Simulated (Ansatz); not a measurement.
A structure relaxed at r2SCAN-D4/def2-SVPD in Ansatz, charge -1, singlet:

```tsv
atom	x (Å)	y (Å)	z (Å)
Al1	-0.0001	0.0000	-0.0001
O2	-1.4125	1.0314	-0.3743
H3	-1.1604	1.8603	-0.7908
O4	-0.4722	-0.9512	1.4389
H5	-1.1496	-0.5128	1.9615
O6	1.3821	1.1239	0.1584
H7	2.2164	0.7152	-0.0887
O8	0.5023	-1.2040	-1.2235
H9	0.0941	-2.0626	-1.0814
```

(1) Give its formula, name or SMILES.

(2) Summarise the bond lengths by kind (pairs closer than 1.2 times the sum of covalent radii, bridged metal pairs left out).

## Answers

(1) [Al(OH)4]- (AlO4H4⁻).

(2) 4 × Al–O 1.79 Å; 4 × H–O 0.96 Å.
